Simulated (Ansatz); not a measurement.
The lowest singlet and triplet of NP (SMILES N#P); geometries from B3LYP-D3(BJ)/def2-TZVP, each state relaxed from the structure named, with no frequency check.
Singlet (charge 0, multiplicity 1):
```
atom   x (Å)   y (Å)    z (Å)
----  ------  ------  -------
N     0.0000  0.0000  -1.0110
P     0.0000  0.0000   0.4718
```
Triplet (charge 0, multiplicity 3):
```xyz
2

N      0.00000     0.00000    -1.11419
P      0.00000     0.00000     0.51996
```

A positive gap puts the triplet lower; no zero-point energy. R- takes a restricted singlet. U- takes an unrestricted singlet (broken symmetry where lower, unprojected). The triplet is unrestricted in single-reference levels. Active spaces average the two states.

Frozen-core correlation.

Programs: Ansatz (an electronic-structure program) with Gaussian orbitals. Values without a source in brackets are computed.

```tsv
level	gap E(singlet) − E(triplet), adiabatic (kcal/mol)
U-SVWN5/def2-TZVPP	-87.36
R-PBE/def2-TZVPP	-77.45
U-BHLYP/def2-TZVPP	-68.85
U-wB97X-V/def2-TZVPP	-76.94
U-B2PLYP/def2-TZVPP	___
SA-CASSCF(10,8)/cc-pV(Q+d)Z	-77.12
FIC-NEVPT4(SD) on SA-CASSCF(10,8)/cc-pV(Q+d)Z	-73.44
FIC-MRCISD+Q on SA-CASSCF(10,8)/cc-pV(T+d)Z	-72.13
FIC-MRCISD+Q on SA-CASSCF(10,8)/cc-pV(Q+d)Z	-73.81
```

Fill in the missing entries.


- U-B2PLYP/def2-TZVPP, gap E(singlet) − E(triplet), adiabatic (kcal/mol): -83.67
